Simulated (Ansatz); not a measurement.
Geometry optimisation, Ansatz, RKS PBE-D4/def2-SVP.

input.yaml

```yaml
crystal:
  periodic: [false, false, false]
  atoms:
    - { symbol: Zr, position_ang: [0.217802, -0.493165, -0.670537] }
    - { symbol: O, position_ang: [-1.006617, -0.014192, 2.312401] }
    - { symbol: H, position_ang: [-1.659599, -0.74554, 2.346589] }
    - { symbol: Cl, position_ang: [1.236533, -0.444527, -2.78884] }
    - { symbol: "N", position_ang: [-0.189315, 1.389418, -0.174425] }
    - { symbol: H, position_ang: [-0.011819, 2.300533, -0.615869] }
    - { symbol: H, position_ang: [-0.692161, 1.488292, 0.726785] }
    - { symbol: Cl, position_ang: [-1.662274, -1.948695, -0.598561] }
    - { symbol: S, position_ang: [1.877612, -1.311252, 1.058852] }
    - { symbol: H, position_ang: [1.636408, -2.619905, 0.715309] }
    - { symbol: H, position_ang: [-0.14277, -0.482166, 2.468396] }
basis:
  gaussian: { orbitals: def2-SVP }
hamiltonian:
  xc: pbe
  dispersion: d4
relax:
  f_tol: 0.03
  max_steps: 50
```

Run as:

```bash
$ ansatz run input.yaml --threads 4 --pin off --max-ram 5120MiB --backend cpu --events-out ev --progress --plain --runs-dir out
```

**Question.** Where does it end, and by what steps?

**Answer.** It converged. After 11 steps the energy has fallen by 0.362 eV; H7 moved furthest, 0.50 Å. Joined: Zr1–O2 (3.26 → 2.42 Å).

```json
{"step": "0", "energy less start (eV)": "0.0000", "largest force component (eV/Å)": "0.622", "accepted": "yes"}
{"step": "1", "energy less start (eV)": "-0.0706", "largest force component (eV/Å)": "1.052", "accepted": "yes"}
{"step": "2", "energy less start (eV)": "-0.2218", "largest force component (eV/Å)": "0.993", "accepted": "yes"}
{"step": "3", "energy less start (eV)": "-0.2595", "largest force component (eV/Å)": "0.935", "accepted": "yes"}
{"step": "4", "energy less start (eV)": "-0.3257", "largest force component (eV/Å)": "0.523", "accepted": "yes"}
{"step": "5", "energy less start (eV)": "-0.3325", "largest force component (eV/Å)": "0.666", "accepted": "yes"}
{"step": "6", "energy less start (eV)": "-0.3418", "largest force component (eV/Å)": "0.629", "accepted": "yes"}
{"step": "7", "energy less start (eV)": "-0.3488", "largest force component (eV/Å)": "0.627", "accepted": "yes"}
{"step": "8", "energy less start (eV)": "-0.3600", "largest force component (eV/Å)": "0.224", "accepted": "yes"}
{"step": "9", "energy less start (eV)": "-0.3604", "largest force component (eV/Å)": "0.222", "accepted": "yes"}
{"step": "10", "energy less start (eV)": "-0.3622", "largest force component (eV/Å)": "0.036", "accepted": "yes"}
{"step": "11", "energy less start (eV)": "-0.3625", "largest force component (eV/Å)": "0.011", "accepted": "yes"}
```

```xyz
11
Properties=species:S:1:pos:R:3
Zr 0.064 -0.458 -0.281
O -0.913 -0.289 1.931
H -1.630 -0.960 1.901
Cl 0.937 -0.567 -2.475
N -0.141 1.531 -0.080
H 0.170 2.234 -0.761
H -0.662 1.984 0.679
Cl -1.848 -1.941 -0.395
S 1.962 -1.213 1.155
H 1.848 -2.486 0.670
H -0.183 -0.716 2.437
```

Run time: 29 s on 4 threads of Arm Neoverse V2, on a shared host, peak memory 0.22 GiB.
